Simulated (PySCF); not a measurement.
CH₈N₂OSi, SMILES CN[Si@@H](N)O.

Coordinates come from a ωB97X-D3(BJ)/def2-SVP optimisation. The structure was generated by enumeration; whether it is a known compound was not checked. The values are those of a single conformer.

Two levels are set side by side: TDA-PBE/def2-SVPD (PySCF) and TDA-CAM-B3LYP/def2-SVPD (PySCF). Vertical, same geometry. The lowest singlet is HOMO→LUMO 97 % with PBE and HOMO→LUMO 58 %, HOMO→LUMO+2 27 % with the other functional; states are paired by order. Differences are taken from unrounded values.

| quantity | TDA-CAM-B3LYP |
|---|---|
| lowest singlet excitation (eV) | 6.36 |
| lowest triplet excitation (TDA) (eV) | 6.14 |

Problem. What does TDA-PBE give, and how far is it from TDA-CAM-B3LYP? (Estimate from the structure and the level; the computed values follow.)

Solution. 
```
quantity                              TDA-PBE  TDA-PBE minus TDA-CAM-B3LYP
------------------------------------  -------  ---------------------------
lowest singlet excitation (eV)           5.28                        -1.08
lowest triplet excitation (TDA) (eV)     5.16                        -0.98
```

A lower first singlet is the usual sign of a functional without exact exchange. Differences between two approximate levels are no errors against the true value.

Rough cost on one machine, each run with all the roots and properties that it gave: TDA-CAM-B3LYP against TDA-PBE about 3 times.
